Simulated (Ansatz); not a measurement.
Ideal-gas functions of CH$_{3}$NOSi (`O=C1N[SiH2]1`) at 400 K and 1 bar, from an Ansatz frequency run at PBE0-D4/def2-TZVP.

Molar mass 73.13 g/mol, point group Cs (symmetry number 1), electronic degeneracy 1, moments of inertia 27.608, 109.957, 131.559 u Å². Harmonic wavenumbers (cm⁻¹, unscaled): 266, 407, 574, 584, 632, 650, 714, 773, 966, 1129, 1179, 1897, 2228, 2245, 3550.

Use S(trans) = R[1.5 ln M + 2.5 ln T − 1.1517]; rotational temperatures θ = 24.2544 K / I; S(rot) = R[ln(√π/σ · √(T³/θAθBθC)) + 1.5]; for each mode x = 1.438777 ν̃/T, S = R[x/(eˣ − 1) − ln(1 − e⁻ˣ)] and H = RT x/(eˣ − 1); 1 cm⁻¹ = 0.0119627 kJ/mol; R = 8.31446 J/(mol·K).

By hand: the entropy, in J/(mol·K).

Translation 168.5. Rotation: θ = 0.8785, 0.2206, 0.1844 K, giving 105.8. Vibration, mode by mode: 8.99, 5.85, 3.62, 3.52, 3.07, 2.92, 2.44, 2.06, 1.18, 0.74, 0.64, 0.07, 0.02, 0.02, 0.00, in all 35.2. Electronic 0.0. Sum 309.5 J/(mol·K).

By hand: H − E and G − E in kJ/mol, counted from the electronic energy.

Zero-point energy ½ × 17794 × 0.0119627 = 106.4; thermal vibration 9.3; translation, rotation and pV give 4 RT = 13.3. H − E = 129.0 kJ/mol, and G − E = 129.0 − 400 × 309.5/1000 = 5.2 kJ/mol.

Vibration gives 11 % of the entropy.
